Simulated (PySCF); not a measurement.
H2O2Zn (SMILES [OH][Zn][OH]), singlet, geometry from GFN2-xTB (such geometries of metal compounds can be far from the true shape). Base run: DF-CAMB3LYP/STO-3G (PySCF).

Here is a job for PySCF.
```python
from pyscf import gto, scf, dft

mol = gto.M(
    atom='''
Zn   -0.00043581    0.16948187    0.03107190
O     1.25323209   -0.15772531   -1.08183775
H     1.82660149    0.51561231   -1.44172741
O    -1.25144443   -0.53747576    0.95438330
H    -1.82782845   -0.03845981    1.52920600
''',
    basis='sto-3g',
    verbose=4,
)

mf = dft.RKS(mol)
mf.xc = 'camb3lyp'
mf = mf.density_fit(auxbasis='def2-universal-jkfit')
mf.kernel()
mf.analyze()
```

Variants of this job, named by their change:

```csv
change,basis functions,E (Eh),HOMO (eV),HOMO-LUMO gap (eV),dipole (D),core-seconds (rough)
base,30,-1908.16774,-0.86,6.05,1.21,6
basis = pcseg-0,46,-1926.71236,-8.12,8.38,4.75,3
basis = 6-31G,[?],[?],[?],[?],[?],2
basis = def2-SV(P),56,-1930.71933,-8.87,8.73,4.03,3
basis = 6-31G*,[?],[?],[?],[?],[?],5
basis = pc-1,69,-1931.02419,-9.13,9.26,3.96,5
basis = 6-31G**,[?],[?],[?],[?],[?],4
basis = def2-SVPD,96,-1930.78739,-9.71,8.87,3.75,5
basis = aug-cc-pVDZ,[?],[?],[?],8.77,[?],8
basis = pcseg-2,144,-1931.25176,-9.58,9.22,3.85,9
basis = def2-TZVPD,149,-1931.20892,-9.69,8.87,3.62,10
basis = cc-pVTZ,156,-1931.24328,-9.43,8.77,3.63,10
basis = def2-QZVP,258,-1931.26655,-9.66,8.88,3.63,20
```

Complete the blanks.


- basis = 6-31G, basis functions: 49
- basis = 6-31G, E (Eh): -1930.75078
- basis = 6-31G, HOMO (eV): -9.06
- basis = 6-31G, HOMO-LUMO gap (eV): 8.51
- basis = 6-31G, dipole (D): 4.38
- basis = 6-31G*, basis functions: 66
- basis = 6-31G*, E (Eh): -1930.78798
- basis = 6-31G*, HOMO (eV): -8.96
- basis = 6-31G*, HOMO-LUMO gap (eV): 8.64
- basis = 6-31G*, dipole (D): 3.79
- basis = 6-31G**, basis functions: 72
- basis = 6-31G**, E (Eh): -1930.80012
- basis = 6-31G**, HOMO (eV): -8.97
- basis = 6-31G**, HOMO-LUMO gap (eV): 8.65
- basis = 6-31G**, dipole (D): 3.74
- basis = aug-cc-pVDZ, basis functions: 123
- basis = aug-cc-pVDZ, E (Eh): -1931.20940
- basis = aug-cc-pVDZ, HOMO (eV): -9.67
- basis = aug-cc-pVDZ, dipole (D): 3.58

Totals compare only among sets that treat the same electrons; sets with core potentials leave the core out.
